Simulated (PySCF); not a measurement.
C7H13 (doublet state).
Z-matrix (Å and degrees, GFN2-xTB geometry), rows numbered from 1:
```
C 
C   1  1.4819
C   2  1.4463  1  124.56
C   3  1.5202  2  114.57  1   170.55
C   4  1.5264  3  111.75  2   -69.21
C   3  1.5306  2  119.63  1   -44.23
C   6  1.4899  3   60.55  2   109.33
H   1  1.0890  2  111.95  3    30.76
H   1  1.0977  2  111.37  3   -89.22
H   1  1.0895  2  110.50  3   152.09
H   2  1.0766  1  117.58  3   175.77
H   4  1.0918  3  109.57  2   169.82
H   4  1.0931  3  109.14  2    52.05
H   5  1.0878  4  110.53  3  -179.46
H   5  1.0872  4  110.64  3    60.29
H   5  1.0878  4  110.35  3   -59.35
H   6  1.0794  3  117.39  7   109.06
H   6  1.0789  3  117.75  7  -109.11
H   7  1.0798  3  117.21  6  -108.69
H   7  1.0786  3  118.14  6   108.95
```

The hyperfine couplings belong to this conformer and change with its torsions.

Identity: `C[CH]C1(CC)CC1` [radical].

Level of theory: UKS B3LYP, pcH-1 on C H, non-relativistic, mean-field spin-orbit, GIAO in PySCF. One conformer (not necessarily the lowest) at the GFN2-xTB geometry, without solvent, vibrations or thermal averaging. Couplings are sensitive to structure, and on GFN2-xTB geometries they can be far from those on DFT ones. The SCF solution wasn't tested for stability.

Q: The isotropic 13C couplings, averaged over equivalent nuclei, are +83.6, +44.4, -38.6, -32.2, -2.1, +0.8 MHz. Assign them to C1; C2; C3; C4; C5; C6/C7.

A: 
| site | a_iso (MHz) | ρ(0) (bohr⁻³) | position | distance from C2 (Å) | spin population | largest \|T\| (MHz) |
| --- | --- | --- | --- | --- | --- | --- |
| C1 | -32.2 | -0.0286 | 1 bond from C2 | 1.48 | -0.08 | 2.0 |
| C2 | +83.6 | +0.0744 | largest spin population | 0.00 | +0.98 | 152.9 |
| C3 | -38.6 | -0.0344 | 1 bond from C2 | 1.45 | -0.10 | 3.8 |
| C4 | +0.8 | +0.0007 | 2 bonds from C2 | 2.50 | 0.00 | 1.5 |
| C5 | -2.1 | -0.0019 | 3 bonds from C2 | 3.10 | 0.00 | 1.0 |
| C6/C7 | +44.4 | +0.0395 | 2 bonds from C2 | 2.57 | +0.08 | 17.4 |

Q: The isotropic 1H couplings, averaged over equivalent nuclei, are +69.1, -60.9, +5.9, -5.4, -2.1, +0.7 MHz. Assign them to H8/H9/H10; H11; H12/H13; H14/H15/H16; H17/H19; H18/H20.

A: 
| site | a_iso (MHz) | ρ(0) (bohr⁻³) | position | distance from C2 (Å) | bound to | spin population there | largest \|T\| (MHz) |
| --- | --- | --- | --- | --- | --- | --- | --- |
| H8/H9/H10 | +69.1 | +0.0155 | β, 2 bonds from C2 | 2.14 | C1 | -0.08 | 8.3 |
| H11 | -60.9 | -0.0136 | α, 1 bond from C2 | 1.08 | C2 | +0.98 | 37.1 |
| H12/H13 | -2.1 | -0.0005 | γ, 3 bonds from C2 | 3.05 | C4 | 0.00 | 4.4 |
| H14/H15/H16 | +0.7 | +0.0001 | 4 bonds from C2 | 3.46 | C5 | 0.00 | 3.7 |
| H17/H19 | +5.9 | +0.0013 | γ, 3 bonds from C2 | 3.45 | C6/C7 | +0.08 | 6.3 |
| H18/H20 | -5.4 | -0.0012 | γ, 3 bonds from C2 | 2.77 | C6/C7 | +0.08 | 6.3 |

ρ(0) is the spin density at the nucleus and T the dipolar tensor; entries for several nuclei are means. Largest spin populations (Mulliken): C2 (+0.98), C3 (-0.10), C6 (+0.09) and C1 (-0.08). C2 is the only atom above +0.15. The positive populations add up to 1.23 and the negative ones to -0.23, together 2S = 1. The angles at C2 add up to 359.9°, so it is planar; its axial dipolar tensor and the negative coupling of its proton fit spin in a p orbital normal to that plane.

Examples of negative spin density at the nucleus (bohr⁻³): C3 (-0.0344), C1 (-0.0286) and H11 (-0.0136).

Class means assume fast exchange of nuclei equivalent by connectivity; if that motion is slow, each nucleus keeps its own coupling. The three 1H nuclei of mean +69.1 MHz run from 34.7 to 137.2 MHz in the frozen geometry. The 13C value of +44.4 MHz is a mean of couplings from 37.8 to 51.0 MHz in this one geometry, not an average over conformers.
